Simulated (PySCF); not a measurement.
Species: C3H5ClOSi.
SMILES: `O[Si@H]1CC=C1Cl`

Jobs on this species (11 atoms, 62 electrons) with PySCF (density fitting). Hardware of each: Arm Neoverse V1, one thread, no GPU, on a shared host. Times come from a shared host and carry two figures at best. Peak memory is the resident size of the whole Python process, interpreter and libraries included.

| level and settings | work | basis functions | SCF cycles | wall time | peak memory |
| --- | --- | --- | --- | --- | --- |
| PBE0/pcSseg-0 | shieldings, ring-centre shieldings, charges and field gradients | 72 | ? | ? | ? |
| PBE0/cc-pVTZ | shieldings, ring-centre shieldings, charges and field gradients | 258 | ? | ? | ? |
| PBE0/def2-SVPD | 10 singlets by full TDDFT, 4 Tamm–Dancoff triplets, polarisability, ΔSCF ions | 174 | 14 | 2.3 min | 0.81 GiB |
| PBE0/6-31G* | shieldings, ring-centre shieldings, charges and field gradients | 102 | 14 | 10 s | 0.56 GiB |
| PBE/def2-SVPD | 10 singlets by full TDDFT, 4 Tamm–Dancoff triplets, polarisability, ΔSCF ions | 174 | 16 | 2.8 min | 0.65 GiB |
| PBE0/6-31G* | 10 singlets by full TDDFT, 4 Tamm–Dancoff triplets, polarisability | 102 | 14 | 12 s | 0.57 GiB |
| wB97X-D/def2-SVPD | 10 singlets by full TDDFT, 4 Tamm–Dancoff triplets, polarisability, ΔSCF ions | 174 | 13 | 2.3 min | 0.86 GiB |
| PBE0/6-311+G(2d,p) | shieldings, ring-centre shieldings, charges and field gradients | 208 | 14 | 25 s | 0.96 GiB |
| PBE0/def2-SVP | shieldings, ring-centre shieldings, charges and field gradients | 117 | 14 | 10 s | 0.60 GiB |

Question: Fill in the missing figures.

Answer: 
- PBE0/pcSseg-0; shieldings, ring-centre shieldings, charges and field gradients: 6.4 s, 0.45 GiB, 14 SCF cycles
- PBE0/cc-pVTZ; shieldings, ring-centre shieldings, charges and field gradients: 37 s, 0.92 GiB, 14 SCF cycles

Question: What do all jobs in the table cost together?

Answer: About 9.1 min; the longest takes about 31 % of that, and about 26 times as long as the shortest.
